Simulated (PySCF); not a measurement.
Bi(Me)2 (C2H6Bi), SMILES [CH3][Bi][CH3], multiplicity 2.

Geometry optimised at B3LYP-D3(BJ)/def2-SVP. The spin state was assumed, not searched. The isomer is the one that the SMILES or the coordinates give; other isomers of the formula were not compared. The def2 effective core potentials stand for the cores of Bi; spin–orbit coupling is left out.

The numbers are results of TDA-PBE0/def2-SVPD in PySCF, not measurements.

Vertical excitations. Isolated molecule, no solvent.

Computed excitation energies, oscillator strengths and character:
```
state    energy (eV)  λ (nm)      f                                                                          main pairs
-------  -----------  ------  -----  ----------------------------------------------------------------------------------
root 1          3.03     409  0.003                                                                    β HOMO→LUMO 99 %
root 2          3.56     349  0.000                                                α HOMO→LUMO 74 %, β HOMO−1→LUMO 24 %
root 3          3.94     315  0.000                                                α HOMO→LUMO 25 %, β HOMO−1→LUMO 75 %
root 4          4.23     293  0.008                                                                  α HOMO→LUMO+1 99 %
root 5          4.73     262  0.100                                                                  α HOMO→LUMO+2 98 %
root 6          4.92     252  0.000                                              α HOMO−1→LUMO 43 %, β HOMO→LUMO+1 47 %
root 7          5.23     237  0.000  α HOMO−1→LUMO+1 26 %, α HOMO−2→LUMO 20 %, β HOMO→LUMO+2 29 %, β HOMO−1→LUMO+1 17 %
root 8          6.03     206  0.080                          α HOMO−1→LUMO 42 %, α HOMO→LUMO+6 12 %, β HOMO→LUMO+1 36 %
root 9          6.04     205  0.000  α HOMO−2→LUMO 34 %, α HOMO−1→LUMO+1 21 %, β HOMO−1→LUMO+1 24 %, β HOMO→LUMO+2 19 %
root 10         6.33     196  0.123                                                                  α HOMO→LUMO+3 97 %
```
Unrestricted roots are not spin-pure.
